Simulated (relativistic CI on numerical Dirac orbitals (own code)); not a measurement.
**Re X: computed level list**

Computed by Dirac-Coulomb-Breit CI, separate exchange-only KLI orbitals for each configuration, model QED, unscaled Slater integrals (own radial code, finite nucleus).

CI space (outside the closed core [Kr] 4d10): 4f14 5s2 5p4, 4f13 5s2 5p5, 4f14 5s 5p5, 4f14 5s2 5p3 5d, 4f14 5s 5p4 5d, 4f13 5s2 5p4 5d, 4f14 5s2 5p3 5f, 4f14 5s2 5p3 6s, 4f14 5s2 5p3 5g, 4f14 5p6, 4f13 5p6 5d. Double excitations out of closed p, d and f shells are left out; levels of such configurations are missing from the list, as are those of other unlisted configurations, and high levels can miss mixing partners.

The lowest level is 4f14 5s2 5p4 3P_2, with 73 % of that term; Hund's rules for 4f14 5s2 5p4 give 3P with J = 2, in agreement.

| No. | Configuration | Term | J | E (eV) | % | Lifetime (s) | jj configuration (%) |
| --- | --- | --- | --- | --- | --- | --- | --- |
| 1 | 4f14 5s2 5p4 | 3P | 2 | 0.0000 | 73 |  | 5p3/2^2 (98) |
| 2 | 4f14 5s2 5p4 | 1S | 0 | 3.6691 | 52 | 3.13e-01 | 5p3/2^2 (97) |
| 3 | 4f13 5s2 5p5 | 3F | 4 | 10.4410 | 80 | 3.87e-02 | 4f7/2^7 5p3/2^3 (96) |
| 4 | 4f13 5s2 5p5 | 1F | 3 | 10.5862 | 57 | 4.09e-02 | 4f7/2^7 5p3/2^3 (97) |
| 5 | 4f13 5s2 5p5 | 3G | 5 | 11.1570 | 100 | 2.55e+00 | 4f7/2^7 5p3/2^3 (100) |
| 6 | 4f13 5s2 5p5 | 1D | 2 | 11.8723 | 44 | 3.60e-04 | 4f7/2^7 5p3/2^3 (63) |
| 7 | 4f14 5s2 5p4 | 3P | 1 | 12.1640 | 99 | 5.43e-05 | 5p1/2 5p3/2^3 (99) |
| 8 | 4f13 5s2 5p5 | 3F | 3 | 12.6201 | 61 | 8.00e-03 | 4f5/2^5 4f7/2^8 5p3/2^3 (98) |
| 9 | 4f13 5s2 5p5 | 3D | 2 | 13.4637 | 61 | 3.62e-03 | 4f5/2^5 4f7/2^8 5p3/2^3 (86) |
| 10 | 4f13 5s2 5p5 | 3G | 4 | 14.3633 | 53 | 3.55e-03 | 4f5/2^5 4f7/2^8 5p3/2^3 (96) |
| 11 | 4f13 5s2 5p5 | 3D | 1 | 14.6568 | 100 | 1.04e-02 | 4f5/2^5 4f7/2^8 5p3/2^3 (100) |
| 12 | 4f14 5s2 5p4 | 1D | 2 | 14.9201 | 53 | 1.15e-04 | 5p1/2 5p3/2^3 (67) |
| 13 | 4f13 5s2 5p5 | 3D | 3 | 24.6907 | 63 | 4.30e-05 | 4f7/2^7 5p1/2 5p3/2^4 (99) |
| 14 | 4f13 5s2 5p5 | 1G | 4 | 25.0240 | 42 | 4.10e-05 | 4f7/2^7 5p1/2 5p3/2^4 (99) |
| 15 | 4f13 5s2 5p5 | 3G | 3 | 26.6104 | 77 | 4.43e-05 | 4f5/2^5 4f7/2^8 5p1/2 5p3/2^4 (100) |
| 16 | 4f13 5s2 5p5 | 1D | 2 | 27.8715 | 43 | 3.79e-05 | 4f5/2^5 4f7/2^8 5p1/2 5p3/2^4 (98) |
| 17 | 4f14 5s2 5p4 | 3P | 0 | 27.9997 | 52 | 1.63e-05 | 5p3/2^4 (97) |
| 18 | 4f14 5s 5p5 | 3P° | 2 | 43.1900 | 73 | 5.48e-10 | 5s 5p3/2^3 (73) |
| 19 | 4f14 5s 5p5 | 3P° | 1 | 45.6545 | 27 | 6.24e-10 | 5p3/2 5d3/2 (50) |
| 20 | 4f14 5s2 5p3 5d | 3F° | 2 | 47.3282 | 33 | 1.07e-09 | 5p3/2 5d3/2 (86) |
| 21 | 4f14 5s2 5p3 5d | 5D° | 0 | 47.7287 | 46 | 1.04e-08 | 5p3/2 5d3/2 (88) |
| 22 | 4f14 5s2 5p3 5d | 5D° | 3 | 47.8713 | 34 | 1.06e-09 | 5p3/2 5d3/2 (74) |
| 23 | 4f14 5s2 5p3 5d | 5D° | 4 | 49.2313 | 44 | 1.26e-08 | 5p3/2 5d5/2 (91) |
| 24 | 4f14 5s2 5p3 5d | 5D° | 1 | 50.2555 | 36 | 6.11e-11 | 5p3/2 5d3/2 (32) |
| 25 | 4f14 5s2 5p3 5d | 5D° | 2 | 51.5289 | 33 | 4.85e-11 | 5p3/2 5d5/2 (63) |
| 26 | 4f14 5s2 5p3 5d | 3G° | 3 | 53.5000 | 25 | 3.35e-11 | 5p3/2 5d5/2 (55) |
| 27 | 4f14 5s 5p5 | 3P° | 0 | 55.1778 | 61 | 7.62e-10 | 5s 5p1/2 5p3/2^4 (61) |
| 28 | 4f14 5s2 5p3 5d | 3D° | 1 | 55.3727 | 58 | 3.80e-11 | 5p3/2 5d5/2 (60) |
| 29 | 4f13 5s2 5p4 5d | 5D° | 4 | 55.4621 | 63 | 1.56e-09 | 4f7/2^7 5p3/2^2 5d3/2 (83) |
| 30 | 4f13 5s2 5p4 5d | 3D° | 3 | 55.9295 | 43 | 2.45e-09 | 4f7/2^7 5p3/2^2 5d3/2 (84) |
| 31 | 4f13 5s2 5p4 5d | 3G° | 3 | 56.5419 | 43 | 1.11e-09 | 4f7/2^7 5p3/2^2 5d3/2 (75) |
| 32 | 4f13 5s2 5p4 5d | 5F° | 5 | 56.6194 | 41 | 4.67e-09 | 4f7/2^7 5p3/2^2 5d3/2 (83) |
| 33 | 4f13 5s2 5p4 5d | 3G° | 4 | 56.6253 | 28 | 2.46e-09 | 4f7/2^7 5p3/2^2 5d3/2 (78) |
| 34 | 4f13 5s2 5p4 5d | 5H° | 6 | 56.7105 | 41 | 3.86e-08 | 4f7/2^7 5p3/2^2 5d3/2 (82) |
| 35 | 4f14 5s2 5p3 5d | 3D° | 1 | 56.7826 | 23 | 2.44e-09 | 5p1/2 5p3/2^2 5d3/2 (55) |
| 36 | 4f13 5s2 5p4 5d | 3F° | 2 | 56.8064 | 25 | 2.66e-09 | 4f7/2^7 5p3/2^2 5d3/2 (52) |
| 37 | 4f13 5s2 5p4 5d | 5H° | 5 | 56.8989 | 31 | 4.47e-09 | 4f7/2^7 5p3/2^2 5d3/2 (88) |
| 38 | 4f13 5s2 5p4 5d | 3P° | 0 | 56.9436 | 30 | 2.13e-09 | 4f7/2^7 5p3/2^2 5d3/2 (39) |
| 39 | 4f13 5s2 5p4 5d | 5H° | 7 | 57.2261 | 45 | 1.68e-02 | 4f7/2^7 5p3/2^2 5d5/2 (51) |
| 40 | 4f13 5s2 5p4 5d | 3P° | 2 | 57.4159 | 26 | 9.27e-09 | 4f7/2^7 5p3/2^2 5d3/2 (66) |
| 41 | 4f13 5s2 5p4 5d | 3G° | 4 | 57.4479 | 32 | 1.10e-09 | 4f7/2^7 5p3/2^2 5d3/2 (66) |
| 42 | 4f13 5s2 5p4 5d | 5D° | 3 | 57.5292 | 25 | 8.56e-10 | 4f7/2^7 5p3/2^2 5d3/2 (52) |
| 43 | 4f13 5s2 5p4 5d | 3P° | 1 | 57.6718 | 23 | 2.14e-10 | 4f7/2^7 5p3/2^2 5d3/2 (76) |
| 44 | 4f13 5s2 5p4 5d | 5G° | 6 | 57.6793 | 58 | 1.73e-08 | 4f7/2^7 5p3/2^2 5d5/2 (49) |
| 45 | 4f13 5s2 5p4 5d | 3G° | 3 | 57.7594 | 23 | 9.29e-10 | 4f7/2^7 5p3/2^2 5d3/2 (32) |

Energies count from the lowest computed level; ° marks odd parity; lifetimes are radiative, by E1, M1, E2, M2, E3 decay to levels of this space only. Filled j subshells are mostly left out of the jj labels.

The mean weight of the leading LS term, summed over parents, in these 45 levels is 48 %, and that of the leading jj configuration (from the same eigenvectors) 76 %, so jj coupling describes them better and the LS labels are nominal.

At this charge transitions that keep the count of f electrons are usually good to a few per cent. Levels and lines within the n = 5 or 6 shells can be off by up to 10 % or somewhat more, and those that change n by about 2 %, since core polarisation is missing. Levels that differ in their count of f electrons can be misplaced by several ten thousand cm⁻¹, since the correlation energy of f electrons is missing or only estimated; rates across such gaps can be off by orders of magnitude.

LS names give the leading component of a level, which can be under half, so a name can repeat, a term be missing and a line seem to break the LS rules.
